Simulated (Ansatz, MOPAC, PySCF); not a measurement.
Complex: CH5N (SMILES CN) (first 7 atoms) with CH2O2 (SMILES O=CO); geometry from B3LYP-D3(BJ)/def2-TZVP, rigid monomers moved along the line of their centres of mass till N2···H12 is 1.91 Å.
(charge 0, multiplicity 1):
```xyz
12

C      0.1951     0.6462     0.1549
N     -0.5601    -0.4425     0.7931
H      0.9855     0.9585     0.8359
H     -0.4698     1.4936    -0.0117
H      0.6467     0.3639    -0.8006
H      0.0563    -1.2240     0.9904
H     -1.3030    -0.7782     0.1909
O      1.2209    -0.1268     3.6174
C      0.2044     0.2547     4.1489
O     -0.9802     0.3608     3.5741
H      0.1598     0.5645     5.2038
H     -0.9055     0.0552     2.6017
```

Counterpoise-corrected where a basis set is named; no monomer relaxation. Rows marked so take none.

Frozen-core correlation. Rows in 3-21G, 6-31G* carry no dispersion term and start afresh at each structure (6-31G* with six Cartesian d functions). MP2/6-31G* freezes PySCF's default core. The state that PM3 reach isn't checked.

Codes used: Ansatz (a first-principles code); MOPAC for PM3 (differences of heats of formation); PySCF for 3-21G rows, 6-31G* rows, the dispersion terms. Each number belongs to the level named beside it.

Other levels give for the interaction energy: PBE/def2-TZVPPD -13.01; B3LYP/def2-TZVPPD -11.91; B3LYP-D3(BJ)/def2-TZVPPD -13.98; wB97M-V/def2-TZVPPD -13.42; CCSD(T)/aug-cc-pVDZ -12.25 kcal/mol.

Common cheap choices:

```
level                            interaction energy (kcal/mol)
-------------------------------  -----------------------------
PM3                                                      -5.11
HF/3-21G (no counterpoise)                              -18.89
B3LYP/3-21G (no counterpoise)                           -22.11
B3LYP/6-31G*                                            -13.44
B3LYP/6-31G* (no counterpoise)                          -15.75
M06-2X/6-31G* (no counterpoise)                         -16.88
MP2/6-31G*                                              -13.01
MP2/6-31G* (no counterpoise)                            -16.26
```
